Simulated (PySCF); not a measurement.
Compound: B2ClH4N.
SMILES: `BNBCl`

All values: B3LYP/def2-SVPD (PySCF, non-relativistic), on one gas-phase PBE0-D3(BJ)/def2-SVP geometry that isn't relaxed in the solvent. The solvent is an IEF-PCM continuum (van der Waals radii × 1.2), and excitations are vertical TDDFT with non-equilibrium linear response and a frozen core. The model holds no explicit solvent molecules, cavitation or dispersion.

Gas-phase singlets (H = HOMO, L = LUMO):

```csv
state,E (eV),λ (nm),f,leading configurations
S1,5.958,208,0.002,H→L 96%
S2,6.298,197,0.000,H-2→L 96%
S3,6.713,185,0.348,H-1→L 97%
S4,7.532,165,0.001,H-4→L 98%
S5,7.656,162,0.000,H→L+1 95%
```

Problem. What are the lowest 5 singlets in chloroform (ε = 4.711)?

Solution. 
```csv
state,E (eV),λ (nm),f,leading configurations,change by rank (eV)
S1,6.039,205,0.002,H→L 94%,+0.081
S2,6.293,197,0.000,H-2→L 94%,-0.005
S3,6.625,187,0.450,H-1→L 98%,-0.088
S4,7.548,164,0.001,H-4→L 98%,+0.016
S5,7.759,160,0.000,H→L+1 94%,+0.103
```

Problem. The ground-state energy changes by -0.065 eV from gas to chloroform. By how much does the total energy of gas-phase S1 change?

Solution. E(S1) = E(S0) + excitation energy, so it changes by -0.065 + 0.081 = +0.016 eV: it isn't lowered at all, while the ground state is. This is the vertical state, with the slow part of the continuum still set for S0.

Problem. How do the frontier levels move from gas to chloroform?

Solution. 
```csv
orbital,gas (eV),solvent (eV),change (eV)
LUMO+2,0.21,0.40,+0.19
LUMO+1,-0.10,0.04,+0.14
LUMO,-1.67,-1.54,+0.13
HOMO,-8.78,-8.75,+0.03
HOMO-1,-9.04,-8.94,+0.10
HOMO-2,-9.32,-9.19,+0.13
HOMO-3,-10.37,-10.26,+0.11
```

The HOMO–LUMO gap goes from 7.10 to 7.21 eV.

Shape of the structure used: `[BH2:1][NH:2][BH:3][Cl:4]`: B1–N2–B3–Cl4 180°.
